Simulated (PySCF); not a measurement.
Relaxation of singlet InOCl

These are results of PBE0 in PySCF with In def2-TZVP with ECP28, O def2-TZVP, Cl def2-TZVP; scalar-relativistic core potentials, no spin–orbit coupling; density-fitted integrals, not measurements. A (50,194) grid was used.

A hand-made linear start, of C∞v symmetry, held to at least that symmetry:

```xyz
3
charge 0 multiplicity 1, angstrom
In    0.0000    0.0000   -0.3220
O     0.0000    0.0000   -2.2520
Cl    0.0000    0.0000    2.0880
```

Optimiser trace:
```csv
step,E − E(last) (kJ/mol),largest gradient (Eh/bohr)
0,26.11,0.04898
1,1.81,0.01380
2,0.08,0.00266
3,0.00,0.00055
4,0.00,0.00006
```

It ends at C∞v with In–Cl 2.267 Å, In–O 1.825 Å; Cl–In–O 180.0°. A frequency run shows a minimum.
